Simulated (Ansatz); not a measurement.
Molecule: CH4BO, net charge 0, doublet state. It need not be the lowest isomer of its formula. 
Geometry from a B3LYP-D3(BJ)/def2-TZVP (Ansatz, a first-principles code) optimisation:
```xyz
7

B      1.2306     0.0706    -0.2622
O      0.0686    -0.2969     0.3394
C     -1.1524     0.1586    -0.0189
H      2.2268    -0.4166     0.1661
H      1.2045     0.8466    -1.1714
H     -1.9842    -0.2216     0.5496
H     -1.2344     0.8625    -0.8352
```
Charge 0, spin multiplicity 2.

Wanted: atomisation energy (electronic, to ground-state atoms), in kcal/mol. Cores are frozen in the correlated levels unless marked. UHF or UKS for open shells. No spin-orbit coupling. No relativistic terms. The coupled-cluster limit lacks core correlation, which all-electron functionals hold. CBS marks a two-point X^-3 extrapolation of the correlation energy; Hartree-Fock from the larger set. The bracket is a focal-point correction in the basis named.

| level | program | atomisation energy (kcal/mol) |
|---|---|---|
| PBE-D4/def2-TZVPD | Ansatz + dftd4 | 627.6 |

**Question.** Predict the RI-MP2/CBS(aug-cc-pVTZ,aug-cc-pVQZ)+[CCSD(T)-MP2]/aug-cc-pVTZ result (Ansatz).

**Answer.** 610.8 kcal/mol
